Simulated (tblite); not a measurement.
Species: C5H10SSi.
Z-matrix (Å and degrees, GFN2-xTB geometry), rows numbered from 1:
```
C 
Si  1  1.8961
C   2  1.9023  1  111.14
C   3  1.4961  2  113.41  1  -164.60
C   4  1.3268  3  128.38  2    19.32
S   5  1.7493  4  131.46  3    -0.22
C   6  1.8216  5  105.62  4    13.20
H   1  1.0845  2  111.16  3   178.43
H   1  1.0856  2  111.99  3    57.81
H   1  1.0845  2  110.51  3   -62.27
H   2  1.4702  1  111.82  3   125.11
H   3  1.0919  2  111.05  1    73.21
H   3  1.0960  2  109.77  1   -43.15
H   4  1.0841  3  115.11  2  -161.50
H   5  1.0805  4  120.14  3  -179.38
H   7  1.0871  2  113.60  1   -66.43
H   7  1.0891  2  113.16  1    57.46
```

Method: GFN2-xTB as coded in tblite; computed harmonic values from a numerical Hessian at the method's own geometry, unscaled. Against measured fundamentals such values can be off by several per cent, at times by over 20. Modes of hydrogen on silicon can be 10 to 20 % off. One conformer, not necessarily the lowest.

Harmonic wavenumbers (cm⁻¹): 71.3, 91.1, 114.9, 145.3, 209.4, 244.9, 296.0, 365.8, 581.9, 596.3, 625.7, 674.4, 682.4, 711.8, 725.4, 750.9, 774.9, 780.6, 795.1, 834.8, 845.8, 885.2, 1012.7, 1054.5, 1120.9, 1157.5, 1207.4, 1279.1, 1317.5, 1374.9, 1434.1, 1452.6, 1483.9, 1492.2, 1678.8, 2216.3, 2910.9, 2970.8, 2976.5, 3014.4, 3022.0, 3041.4, 3056.3, 3058.4, 3071.7.

A = 2956, B = 1414, C = 1023 MHz; mass 130.027 u (most abundant isotopes); point group C1, symmetry number 1.

Task: What is the zero-point energy?

Result: Half the sum of the wavenumbers: 29104 cm⁻¹ = 348.16 kJ/mol.

Task: What is S at 298.15 K and 1 bar for an ideal gas of classical rigid rotors and harmonic oscillators?

Result: Translation 169.56, rotation 120.12, vibration 102.37: S = 392.1 J/(mol K).

Task: And Cp and H(298.15 K) − H(0)?

Result: Cp = 148.96 J/(mol K), of which vibrations give 115.70 (their classical limit is 45 R = 374.2); H(298.15 K) − H(0) = 26.61 kJ/mol without the zero-point energy, 16.70 from vibrations.

Task: Blend soft modes into free rotors: weight 1/[1 + (100 cm⁻¹/ν̃)⁴] for the oscillator and the rest for a rotor with moment μB/(μ + B), μ = h/(8π²ν), B = 10⁻⁴⁴ kg m². What vibrational entropy results?

Result: 96.76 J/(mol K) in place of 102.37, which changes −T·S at 298.15 K by +1.67 kJ/mol.

Task: What must be added to the electronic energy to get the Gibbs energy at 298.15 K and 1 bar?

Result: ZPE + [H(298.15 K) − H(0)] − T·S = 348.16 + 26.61 − 116.89 = 257.88 kJ/mol.

Hindered rotation and anharmonicity are outside this model. Other conformers, if any are populated, would add a mixing term that is left out. The structure is chiral; the term R ln 2 for an equal mix with its mirror image is left out.

Hardware: one thread of an Arm Neoverse N1, shared host with 64 logical CPUs at a one-minute load of 55. Cost: 1.1 s wall. The figure is for the frequency step alone.
